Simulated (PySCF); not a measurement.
Te(Br)(GeH3) (BrGeH3Te), SMILES [GeH3][Te]Br.

The structure is a stationary point at B3LYP-D3(BJ)/def2-SVP. This is a generated structure with no PubChem entry under its InChIKey; it may be hypothetical. The def2 effective core potentials stand for the cores of Te; spin–orbit coupling is left out.

Two levels are set side by side: TDA-PBE/def2-SVPD (PySCF) and TDA-LC-ωPBE/def2-SVPD (PySCF). Vertical, same geometry. The lowest singlet is HOMO→LUMO 100 % with PBE and HOMO→LUMO 97 % with the other functional; states are paired by order. Differences are taken from unrounded values.

```csv
quantity,TDA-PBE
lowest singlet excitation (eV),1.99
lowest triplet excitation (TDA) (eV),1.35
```

**Question.** These are the TDA-PBE values. What does TDA-LC-ωPBE give? (An estimate is asked for; the answer gives what the named calculation found.)

**Answer.** 
| quantity | TDA-LC-ωPBE | TDA-PBE minus TDA-LC-ωPBE |
|---|---|---|
| lowest singlet excitation (eV) | 2.28 | -0.29 |
| lowest triplet excitation (TDA) (eV) | 1.53 | -0.18 |

Functionals without exact exchange tend to place singlet excitations lower, as here. Differences between two approximate levels are no errors against the true value.

Rough cost on one machine, each run with all the roots and properties that it gave: TDA-LC-ωPBE against TDA-PBE about 3 times.
